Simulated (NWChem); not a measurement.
Species: CHFO3Si; SMILES O1[SiH](F)OC1=O

```xyz
7

O     -0.3554    -2.3812     0.0000
C     -0.0885    -1.2229     0.0000
O      0.1121    -0.3823     1.1018
Si     0.4241     0.8881     0.0000
F     -0.6807     2.0636     0.0000
O      0.1121    -0.3823    -1.1018
H      1.7700     1.4990     0.0000
```
Atoms are numbered in this order, from 1.

Computed with NWChem. Pople sets run with spherical d functions. Medium grid unless said otherwise, to which SCAN and Minnesota functionals are sensitive. Geometry: optimised at PBE-D3(BJ)/def2-SVP. Hybrids' shares of exact exchange are those that their runs print; pure functionals count as 0. The functionals differ in more than this share.

```csv
row,share of exact exchange,highest occupied level (eV)
PBE/6-31G*,0.00,-7.37
"LDA (Slater exchange, PW92)/6-31G*",0.00,-7.59
B3LYP/6-31G*,0.20,-8.79
M06/6-31G*,0.27,-9.32
BHandHLYP/6-31G*,0.50,withheld
```

Task: Fit a straight line of the last column on the one before it, predict the withheld value, and compare with the run.

Result: 
1. Means of the 4 shown rows: x = 0.118, y = -8.268. Slope Σ(x − x̄)(y − ȳ)/Σ(x − x̄)² = -0.3887/0.05768 = -6.739; intercept -7.476.
2. The shown rows scatter about the line by 0.081 (root mean square); the largest residual is -0.11, at LDA (Slater exchange, PW92)/6-31G*.
3. At x = 0.50 (BHandHLYP/6-31G*; beyond the shown range) the line gives -10.85.
4. The run gives -10.79, +0.06 from the line, 0.7 times the scatter.
